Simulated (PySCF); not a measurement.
SMILES C[Si](O)(CC)C, GFN2-xTB optimised geometry.

```
18

C     -2.01    -1.10     1.70
C     -0.49    -1.18     1.57
Si     0.20    -0.31     0.00
C      2.09    -0.31     0.00
C     -0.50    -1.17    -1.55
O     -0.19     1.28     0.00
H     -2.34    -1.60     2.60
H     -2.49    -1.57     0.85
H     -2.34    -0.06     1.74
H     -0.19    -2.23     1.57
H     -0.04    -0.73     2.45
H      2.48     0.18    -0.89
H      2.49    -1.32     0.02
H      2.48     0.22     0.86
H     -1.59    -1.12    -1.59
H     -0.13    -0.70    -2.46
H     -0.23    -2.22    -1.59
H     -1.09     1.57    -0.02
```

Density from PBE0/def2-SVP in PySCF at that geometry.

Minimum of the electron density along straight lines between bonded atoms, close to the bond critical point (lines longer than 1.1 times the sum of covalent radii, or with two minima, are not listed):

| bond | length / Å | ρ at the minimum / e bohr⁻³ | ∇²ρ there / e bohr⁻⁵ | position (fraction from the first atom) |
|---|---|---|---|---|
| C1–C2 | 1.527 | 0.238 | -0.52 | 0.50 |
| C2–Si3 | 1.915 | 0.111 | 0.30 | 0.62 |
| Si3–C4 | 1.897 | 0.113 | 0.32 | 0.38 |
| Si3–C5 | 1.908 | 0.110 | 0.31 | 0.38 |
| Si3–O6 | 1.639 | 0.125 | 1.04 | 0.41 |
| C1–H7 | 1.089 | 0.276 | -1.00 | 0.62 |
| C1–H8 | 1.088 | 0.276 | -1.01 | 0.62 |
| C1–H9 | 1.088 | 0.275 | -0.99 | 0.62 |
| C2–H10 | 1.090 | 0.271 | -0.95 | 0.62 |
| C2–H11 | 1.091 | 0.271 | -0.95 | 0.62 |
| C4–H12 | 1.085 | 0.272 | -0.97 | 0.62 |
| C4–H13 | 1.085 | 0.272 | -0.96 | 0.62 |
| C4–H14 | 1.085 | 0.272 | -0.97 | 0.62 |
| C5–H15 | 1.087 | 0.270 | -0.95 | 0.62 |
| C5–H16 | 1.086 | 0.271 | -0.96 | 0.62 |
| C5–H17 | 1.085 | 0.271 | -0.96 | 0.62 |
| O6–H18 | 0.953 | 0.357 | -2.41 | 0.82 |
